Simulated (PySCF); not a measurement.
Delta-SCF ions had no search for a lower state. Excitations are Tamm–Dancoff values on a coarser integration grid. The basis has no diffuse functions, so Rydberg states are missing or too high.

Cartesian coordinates (Å):
```xyz
22

B     -1.9056    -0.5958     0.8298
C     -0.9627    -0.3969    -0.3950
C      0.0320    -1.5373    -0.6706
C      1.2042    -1.4728     0.3151
C      1.8991    -0.1077     0.2723
C      0.9131     1.0437     0.4985
C     -0.2828     0.9883    -0.4708
B     -1.2200     2.2283    -0.5106
H     -2.4246     0.3585     1.3642
H     -2.2108    -1.7036     1.2070
H     -1.7724    -0.4334    -1.1692
H     -0.4726    -2.5145    -0.6008
H      0.4249    -1.4525    -1.7007
H      0.8211    -1.6544     1.3375
H      1.9286    -2.2777     0.1075
H      2.3758     0.0202    -0.7174
H      2.7118    -0.0675     1.0167
H      1.4285     2.0141     0.4147
H      0.5254     0.9902     1.5338
H      0.1378     1.1121    -1.5072
H     -2.3278     2.1410    -0.9879
H     -0.8231     3.3179    -0.1670
```
Charge 0, spin multiplicity 1.

Problem. Predict the total energy, dipole moment, vertical ionisation energy (Delta-SCF), S1 excitation (TDA), S1–T1 gap (TDA), LUMO, HOMO and HOMO–LUMO gap from PBE-D3(BJ)/def2-TZVP // B3LYP-D3(BJ)/def2-SVP run with PySCF 2.14.0.

Solution. 
```json
{
  "total_energy": "-7793.43 eV",
  "dipole_moment": "1.31 D",
  "vertical ionisation energy (Delta-SCF)": "9.30 eV",
  "S1 excitation (TDA)": "4.42 eV",
  "S1–T1 gap (TDA)": "0.26 eV",
  "LUMO": "-2.39 eV",
  "HOMO": "-6.74 eV",
  "HOMO–LUMO gap": "4.35 eV"
}
```
